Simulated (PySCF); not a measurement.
An unknown shows these calculated signals:

¹H NMR (400 MHz, computed): δ 5.50 (m, 2H), 4.71 (s, 2H), 4.20 (s, 3H).

¹³C{¹H} NMR (computed): δ 194.4 (C), 179.9 (C), 96.4 (C), 73.9 (CH2), 63.5 (CH3).

How the numbers were obtained: NMR shieldings at PBE0/pcSseg-1/GIAO, GFN2-xTB geometry, in PySCF 2.14 (non-relativistic, fast rotation and ring inversion assumed for equivalent nuclei, single conformer, in vacuum).

References, each an isolated molecule treated in the same way: ¹H (σref 31.72), ¹³C (σref 186.93) vs TMS.

Q: Which of these does the molecule contain: an OH group, an amide, a nitrile, a non-aromatic C=C double bond, an ester, a methoxy group?

A: 
- An OH group: no.
- An amide: no.
- A nitrile: no.
- A non-aromatic C=C double bond: yes.
- An ester: yes (δC 179.9).
- A methoxy group: yes (δC 63.5; δH 4.20 (s)).

The data belong to `InChI=1S/C5H7FO3Si/c1-8-3-2-9-5(7)4(3)10-6/h2,10H2,1H3`; they needn't prove each group on their own.

Carbon signals by region: 2 in the far downfield region (above 160 ppm), 3 at 50–100 ppm. Above 160 ppm: 194.4, alkene carbon bearing oxygen, 179.9, ester carbonyl carbon.

Splittings by ¹⁹F in the carbon and heteronuclear signals aren't shown, as no couplings were computed. Shifts are as computed. Against solution values, carbons near 30 ppm lie about +3 ppm off and those near 130 ppm about +5 ppm. Of 1211 compounds with measured shifts, 218 miss one by over three times the rms of a fit or turn the order of signals round; such compounds aren't used in these exercises. No couplings were computed; multiplicities are counted from neighbouring protons, with m where these are inequivalent, close in shift, in a saturated or five-membered ring or joined by F or P, and br s for small geminal =CH2 splittings.
